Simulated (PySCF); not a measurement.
Method: PBE-D3(BJ)/def2-TZVP // TPSS-D3(BJ)/def2-SVP (PySCF 2.14.0). All species are isolated molecules in the gas phase. 

Reference species: [Nb(=O)(Cl)3] (neutral, multiplicity 1).

```yaml
LUMO: -4.17 eV
mean_distance_from_the_central_atom_to_its_bonded_neighbours: 2.148 Å
```

Changed species: [W(=O)2(Cl)2] (M = W, dioxo; the reference has M = Nb, oxo).

Task: Give the shifts of the LUMO and mean distance from the central atom to its bonded neighbours.

Result: the LUMO rises by 0.05 eV, to -4.12 eV; the mean distance from the central atom to its bonded neighbours falls by 0.149 Å, to 1.999 Å.
